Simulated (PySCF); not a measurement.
C₃H₇BO₂, SMILES BCCC(=O)O, singlet (GFN2-xTB optimised geometry):

```
13

B      2.310    -0.640     0.000
C      0.743    -0.640     0.000
C      0.063     0.729     0.000
C     -1.445     0.690    -0.012
O     -2.151     1.664     0.004
O     -1.952    -0.550    -0.045
H      2.921     0.357    -0.029
H      2.871    -1.664     0.025
H      0.394    -1.209    -0.867
H      0.381    -1.216     0.856
H      0.358     1.306     0.880
H      0.371     1.312    -0.871
H     -2.921    -0.512    -0.053
```

Calculation: PBE/def2-TZVP (PySCF 2.14.0).

### Question
What are the frontier orbital energies and the dipole moment?

### Answer
HOMO-2 -7.91 eV, HOMO-1 -7.65 eV, HOMO -6.22 eV, LUMO -2.59 eV, LUMO+1 -0.85 eV; dipole moment 1.75 D.

Meta-Löwdin charges at PBE/def2-TZVP: B1 0.01, C2 -0.32, C3 -0.25, C4 0.49, O5 -0.45, O6 -0.44, H7 0.02, H8 0.02, H9 0.15, H10 0.15, H11 0.14, H12 0.14, H13 0.35.
